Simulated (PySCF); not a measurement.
A structure optimised at PBE-D3(BJ)/def2-SVP, used in a PySCF frequency run:

```xyz
5

Ta     0.0000     0.0000    -0.0028
S      0.0000     0.0000    -2.1647
Cl     1.8972     1.0953     0.6832
Cl     0.0000    -2.1907     0.6832
Cl    -1.8972     1.0953     0.6832
```
Charge 0, spin multiplicity 1.

Problem. Write its SMILES, formula and point group.

Solution. [S]=[Ta]([Cl])([Cl])[Cl], Cl3STa, C3v

Problem. What are its rotational constants (standard atomic weights)?

Solution. 1.1106, 1.1106, 0.99022 GHz
